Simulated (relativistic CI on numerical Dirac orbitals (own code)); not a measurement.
Radial Dirac CI calculation of Te⁺.

Command:

```sh
python run_levels.py task.json out
```

Input:

```
atom Te  Z=52  charge=1  electrons=51
nucleus A=130  rms_radius_fm=4.7423
hamiltonian dirac-coulomb  breit=on  qed=on  c_scale=1
orbitals kli  potential=per-configuration
slater_scale 1
correlation none
mixing on
grid step=0.0125 r_max=100.6
scf mixing=0.4 start=green max_iterations=150 tolerance=2e-08 node_fill=0.05
configurations
  [Kr] 4d10 5s2 5p3
end
```

Output:

```
SCF 1: [Kr] 4d10 5s2 5p3
 iter      energy (Ha)   residual   last orbital (Ha)
    1     -6786.665215   1.33e+00     -0.80064
    2     -6792.605080   4.95e-01     -0.63233
    3     -6793.283899   1.60e-01     -0.61013
    4     -6793.351128   2.05e-02     -0.63289
    5     -6793.350168   1.01e-02     -0.62743
    6     -6793.350552   4.22e-03     -0.62844
    7     -6793.350932   4.72e-04     -0.63016
    8     -6793.350898   1.73e-05     -0.63001
    9     -6793.350902   7.31e-06     -0.63001
   10     -6793.350901   2.78e-07     -0.63001
   11     -6793.350901   7.47e-09     -0.63001
orbital energies (Ha): 4s -6.4959  4p1/2 -4.9090  4p3/2 -4.5576  4d3/2 -2.0275  4d5/2 -1.9745  5s -0.9917  5p1/2 -0.6625  5p3/2 -0.6300
configuration averages (Ha): Dirac-Coulomb, Breit, QED
  5p3                          -6793.350902    5.062229    3.375684
levels: no., configuration, term, J, E (cm-1), weight
   1 5p3                    4S*  3/2              0.0  0.96
   2 5p3                    2D*  3/2          14006.6  0.86
   3 5p3                    2D*  5/2          16068.2  1.00
   4 5p3                    2P*  1/2          26026.6  1.00
   5 5p3                    2P*  3/2          29220.3  0.84
lowest total energy -6784.986202 Ha
end: converged
```

With so few configurations and no correlation, terms lie too far apart (by 10 to 50 % or more near neutrality), their order can be wrong, and levels of other configurations are missing.
